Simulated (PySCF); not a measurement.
Ligands exchanged one at a time, Sn NH2-OCH3. All species are isolated molecules in the gas phase. One relaxed conformer stands for each flexible species; it need not be the lowest. Strings in code marks are SMILES.

These are PBE-D3(BJ)/def2-TZVP // PBE0-D4/def2-SVP (PySCF) values and carry that method's errors. All candidates: neutral, multiplicity 1. Excitations are Tamm–Dancoff values on a coarser integration grid. The basis has no diffuse functions, so Rydberg states are missing or too high.

```yaml
LUMO: -1.57 eV
HOMO: -5.76 eV
brightest of the four lowest singlets (TDA): 4.97 eV
```

Q: Identify which member has these values.
A. `C[O][Sn]([NH2])([NH2])[O]C`
B. `[NH2][Sn]([NH2])([NH2])[NH2]`
C. `C[O][Sn]([NH2])([NH2])[NH2]`
D. `C[O][Sn]([NH2])([O]C)[O]C`

A: C, `C[O][Sn]([NH2])([NH2])[NH2]`. The others give `[NH2][Sn]([NH2])([NH2])[NH2]`: -1.30 eV, -5.70 eV, 4.90 eV; `C[O][Sn]([NH2])([NH2])[O]C`: -1.88 eV, -5.98 eV, 4.69 eV; `C[O][Sn]([NH2])([O]C)[O]C`: -2.26 eV, -6.14 eV, 4.66 eV
